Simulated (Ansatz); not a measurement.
Ideal-gas functions of AlF3H3P (`F[P+](F)(F)[AlH3-]`) at 600 K and 1 bar, from an Ansatz frequency run at PBE0-D4/def2-TZVP.

Molar mass 117.97 g/mol, point group C3v (symmetry number 3), electronic degeneracy 1, moments of inertia 114.329, 267.695, 267.702 u Å². Harmonic wavenumbers (cm⁻¹, unscaled): 78, 78, 93, 197, 341, 341, 408, 408, 497, 677, 748, 748, 932, 937, 937, 1894, 1894, 1896.

Use S(trans) = R[1.5 ln M + 2.5 ln T − 1.1517]; rotational temperatures θ = 24.2544 K / I; S(rot) = R[ln(√π/σ · √(T³/θAθBθC)) + 1.5]; for each mode x = 1.438777 ν̃/T, S = R[x/(eˣ − 1) − ln(1 − e⁻ˣ)] and H = RT x/(eˣ − 1); 1 cm⁻¹ = 0.0119627 kJ/mol; R = 8.31446 J/(mol·K).

Q: By hand: the entropy, in J/(mol·K).

A: Translation 182.9. Rotation: θ = 0.2121, 0.0906, 0.0906 K, giving 114.3. Vibration, mode by mode: 22.27, 22.27, 20.81, 14.63, 10.22, 10.22, 8.82, 8.82, 7.33, 5.14, 4.49, 4.49, 3.17, 3.14, 3.14, 0.50, 0.50, 0.49, in all 150.4. Electronic 0.0. Sum 447.6 J/(mol·K).

Q: By hand: H − E and G − E in kJ/mol, counted from the electronic energy.

A: Zero-point energy ½ × 13104 × 0.0119627 = 78.4; thermal vibration 42.6; translation, rotation and pV give 4 RT = 20.0. H − E = 141.0 kJ/mol, and G − E = 141.0 − 600 × 447.6/1000 = -127.6 kJ/mol.

Vibration gives 34 % of the entropy, 65.3 J/(mol·K) of it from the modes under 150 cm⁻¹: soft modes count most, and the harmonic formula is weakest for them.
